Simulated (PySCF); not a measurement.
## Correlation energy of In⁻ (indium, charge -1)

[Kr] 4d10 5s2 5p2, high-spin 3P determinant. Computed with PySCF 2.14 in aug-cc-pVTZ-DK3 (8s7p5d2f, 68 functions), with scalar relativity by spin-free X2C-1e. Frozen: [Kr] 4d10; 4 electrons correlated.

```
  level  correlation energy (mhartree)
   CCSD                         -52.78
    (T)                          -2.13
CCSD(T)                         -54.91
```

Diagnostics: T1 = 0.015, D1 = 0.0350, largest double amplitude 0.075.

Task: Is a single reference adequate?

Result: Mostly. T1 lies below 0.03, but a double amplitude of this size points to a near-degeneracy that CCSD handles and MP2 describes poorly.
